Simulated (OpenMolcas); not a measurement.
## Potential curves of SbS: spin-free states

Computed with OpenMolcas 26.06: state-averaged CASSCF(7,6) over Sb 5p, S 3p, XMS-CASPT2 (IPEA 0.25, imaginary shift 0.2 hartree), scalar X2C, ANO-RCC-VTZP, then RASSI spin–orbit state interaction with atomic mean-field integrals. C2 symmetry about the axis (a holds Σ, Δ, Γ; b holds Π, Φ, H; Σ⁺ and Σ⁻ are not told apart); roots by multiplicity and irrep: 2b 8, 4b 2, 4a 2, 2a 5.

XMS-CASPT2 energies in eV from the lowest point. Curves are followed by energy order within each symmetry, so they are adiabatic and may change character at avoided crossings; Σ⁺ and Σ⁻ are counted together.

```
R (Å)  (1)2Π  (1)4Π  (1)2Φ  (1)2Σ  (3)2Π
2.033  0.499  3.586  4.708  4.131  5.448
2.134  0.086  2.658  3.771  3.523  4.518
2.234  0.000  2.096  3.224  3.195  3.938
2.346  0.150  1.808  2.925  3.029  3.607
2.457  0.441  1.732  2.835  3.003  3.506
2.614  0.964  1.816  2.929  3.118  3.587
2.815  1.661  2.124  3.235  3.353  3.925
3.128  2.514  2.721  3.831  3.595  4.523
3.574  3.157  3.255  4.506  3.562  4.883
```

The 5 lowest clean curves are shown; the next is (2)4Σ, from 3.76 eV. Left out for impure symmetry, kinks or missing points, though low: (1)4Σ, (2)2Π, (2)2Σ. Only roots inside an energy window near the equilibrium distance were included, so the list of states is not complete; labels number the states computed. Each spin and symmetry block has orbitals of its own, averaged over its own roots, so gaps between blocks are less sure than gaps within one and near the minimum can be off by tenths of an eV, in bad cases by more. No Rydberg orbitals are active, so Rydberg states, and σ→σ* states whose orbital the CASSCF left unused, can be missing between those listed. CASPT2 splits the two components of degenerate states numerically, here by up to 60 cm⁻¹. Points that failed a check (symmetry, reference weights, a jump) are left out.
